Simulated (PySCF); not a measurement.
A structure optimised at PBE0-D3(BJ)/def2-SVP, used in a PySCF frequency run:

```xyz
9

Cl     1.4192    -0.1202     1.6667
Si     0.2265     0.0221     0.0000
Cl     1.4192    -0.1202    -1.6667
N     -0.7296     1.5347     0.0000
C     -1.9308     1.0688     0.0000
Si    -1.9258    -0.8655     0.0000
H     -2.7874     1.7701     0.0000
H     -2.4911    -1.5149    -1.2214
H     -2.4911    -1.5149     1.2214
```
Charge 0, spin multiplicity 1.

**Question.** Write its SMILES, formula and point group.

**Answer.** Cl[Si]1(Cl)N=C[SiH2]1, CH3Cl2NSi2, Cs

**Question.** What are its rotational constants (standard atomic weights)?

**Answer.** 1.8278, 1.2740, 0.97167 GHz
